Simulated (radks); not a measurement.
Task: The mean radii <r> (bohr) of the occupied orbitals of an atom or ion are listed with their occupations. Method: scalar-relativistic Kohn-Sham, TASK exchange with Perdew-Wang LDA correlation, spin-polarised, spherical densities, finite nucleus; meta-GGA in the generalised Kohn-Sham scheme; Fermi nuclear charge, rms radius of each element as measured or else 0.836 A^(1/3) + 0.57 fm; computed with a radial shooting solver on a logarithmic mesh with Libxc functionals.

orbital  occ.      <r>
1s up       1  0.02002
1s down     1  0.02002
2s up       1  0.08494
2s down     1  0.08494
2p up       3  0.07546
2p down     3  0.07546
3s up       1   0.2211
3s down     1   0.2211
3p up       3   0.2204
3p down     3   0.2204
3d up       5   0.2000
3d down     5   0.1999
4s up       1   0.4991
4s down     1   0.4992
4p up       3   0.5297
4p down     3   0.5298
4d up       5   0.5730
4d down     5   0.5733
5s up       1    1.233
5s down     1    1.237
5p up       3    1.456
5p down     3    1.463
6s up       1    4.182
6s down     1    4.192
4f up       7   0.7920
4f down     6   0.8063

Name the element and its charge. Open shells, if any, are filled with parallel spins first.

Result: Z = 69, thulium, charge 0: Tm in [Xe] 4f13 6s2. The 1s radius gives Z: for a bare nucleus <r> = (2 gamma + 1)/(2Z) with gamma = sqrt(1 - (Z/c)^2), 0.01977 bohr for Z = 69, and screening makes it slightly larger (0.02002 here). The occupations add up to 69, and the charge is Z minus that.
